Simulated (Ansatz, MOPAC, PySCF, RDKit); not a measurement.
Pair of molecules: HBr (SMILES Br) (first 2 atoms) with H2Se (SMILES [SeH2]); geometry from B3LYP-D3(BJ)/def2-TZVP, rigid monomers moved along the line of their centres of mass till H2···Se3 is 2.27 Å.
(charge 0, multiplicity 1):
```xyz
5

Br    -0.33061     0.13122    -0.57025
H     -0.35182     0.14658     0.87493
Se    -0.24103     0.11464     3.13756
H      0.31403    -1.24623     3.08032
H      1.10476     0.70393     3.06755
```

Monomers are frozen at their geometry in the pair; levels with a basis set take the counterpoise correction. Rows marked so take none. RDKit's UFF carries no charges.

Rows in 3-21G carry no dispersion term and start afresh at each structure; the Pople sets are all-electron and without relativity. The state that PM7 reach isn't checked; PM7 holds dispersion and hydrogen-bond terms.

Run with Ansatz (an electronic-structure program) with Gaussian orbitals; MOPAC for PM7 (differences of heats of formation); PySCF for 3-21G rows; RDKit for the force fields. 

**Question.** One of these levels gives 1.16 kcal/mol for the interaction energy. Which one is it?
A. UFF
B. HF/aug-cc-pVTZ
C. PM7
D. HF/3-21G (no counterpoise)

**Answer.** D, HF/3-21G (no counterpoise). The others give 16.62 (UFF), -3.44 (PM7), 2.83 (HF/aug-cc-pVTZ)
